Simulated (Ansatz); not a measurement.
CH₄BrFSi, SMILES C[SiH](F)Br.

Geometry: PBE0-D3(BJ)/def2-SVP.

Two levels are set side by side: PBE/def2-SVPD (Ansatz, a quantum-chemistry and plane-wave program) and PBE0/def2-SVPD (Ansatz). Energy differences of separate SCF runs at the same geometry; the states with an electron removed or added have multiplicity 2 and 2. Differences are taken from unrounded values.

```tsv
quantity	PBE0
vertical ionisation energy (eV)	10.79
vertical singlet–triplet gap (eV)	6.91
```

**Question.** What does PBE give, and how far is it from PBE0? (The exact figures need the calculation; the answer reports its results.)

**Answer.** 
```json
[
 {"quantity": "vertical ionisation energy (eV)", "PBE": "10.41", "PBE minus PBE0": "-0.37"},
 {"quantity": "vertical singlet–triplet gap (eV)", "PBE": "6.50", "PBE minus PBE0": "-0.42"}
]
```
